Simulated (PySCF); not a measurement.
Run record: geometry optimisation, `O=[S@@]1[C@@H]2CC[C@H]1[C@@H](C(F)(F)F)C2`.

Computed with PBE0-D3(BJ)/def2-SVP geometry optimisation, gas phase (PySCF 2.14.0). Start geometry: GFN2-xTB. A driver script takes a list of jobs; this job's settings line and coordinates (Å) are shown.

Command:
```bash
OMP_NUM_THREADS=2 python probes_run.py task.json out
```

Input:
```
{"job": {"xc": "PBE0", "basis": "def2-SVP", "d3": "d3bj", "grid": 1, "shake": 0.01, "kind": "geom"}, "charge": 0, "multiplicity": 1}
O     -1.806900    -0.313410    -2.380950
S     -0.735720    -0.922680    -1.666920
C     -1.211180    -1.054520     0.122190
C     -1.616220     0.358050     0.473440
C     -0.694610     1.301930    -0.274170
C      0.339240     0.428090    -0.935450
C      1.171060    -0.411180     0.048130
C      1.970520     0.427270     1.042580
F      1.206550     1.000890     2.020390
F      2.854820    -0.338600     1.704340
F      2.633730     1.406450     0.464310
C      0.168680    -1.356110     0.757240
H     -1.966280    -1.809120     0.306700
H     -2.689040     0.507020     0.138990
H     -1.628370     0.504340     1.556170
H     -0.239510     2.057940     0.407930
H     -1.227730     1.859130    -1.046430
H      0.940590     0.942600    -1.669640
H      1.912150    -0.987660    -0.504190
H      0.122470    -1.181660     1.833890
H      0.424570    -2.396500     0.569720
```

Output:
```
step   0  E = -1043.67509917  max force = 0.070627
step   1  E = -1043.68373800  max force = 0.012469
step   2  E = -1043.68555362  max force = 0.008269
step   3  E = -1043.68622669  max force = 0.004159
step   4  E = -1043.68636368  max force = 0.001299
step   5  E = -1043.68642108  max force = 0.001096
step   6  E = -1043.68644333  max force = 0.002784
step   7  E = -1043.68641816  max force = 0.003527
step   8  E = -1043.68645036  max force = 0.002100
step   9  E = -1043.68651469  max force = 0.000988
step  10  E = -1043.68652745  max force = 0.001394
step  11  E = -1043.68654375  max force = 0.001155
step  12  E = -1043.68655056  max force = 0.000330
optimisation converged
```

Energies in Eh; «max force» is the largest Cartesian gradient component in Eh/bohr.

Task: At which steps does the energy rise by more than 1e-5 Eh?

Result: At step 7 (+0.03 mEh).

Main results: final energy -1043.68655 Eh after 12 steps; dipole 2.48 D.

Task: Where do the atoms end?

Result: 0.064 Å rms from the input after alignment:
```
atom  x, y, z in Å
O1    -1.0734   -0.7122   -2.7291
S2    -0.0740   -1.1107   -1.6856
C3    -0.9539   -1.2538   -0.0488
C4    -1.7376    0.0547    0.0072
C5    -0.7878    1.1457   -0.5440
C6     0.5315    0.4416   -0.8307
C7     1.1964   -0.1726    0.3995
C8     1.6186    0.8234    1.4552
F9     0.5776    1.3814    2.0867
F10    2.3645    0.2262    2.3909
F11    2.3425    1.8145    0.9292
C12    0.2097   -1.2473    0.9337
H13   -1.5711   -2.1615   -0.0176
H14   -2.6365   -0.0203   -0.6189
H15   -2.0579    0.2570    1.0408
H16   -0.6545    1.9908    0.1443
H17   -1.1790    1.5372   -1.4930
H18    1.2223    0.9998   -1.4756
H19    2.1380   -0.6506    0.0855
H20   -0.1500   -1.0032    1.9445
H21    0.6982   -2.2300    0.9914
```

Hardware: Intel Xeon Platinum 8488C, 2 threads, on a shared host. Cost: 3.8 min wall, 9.2 min CPU, 1.2 GiB resident at most.
Labels such as C1 count atoms from 1, the log's own numbers from 0.
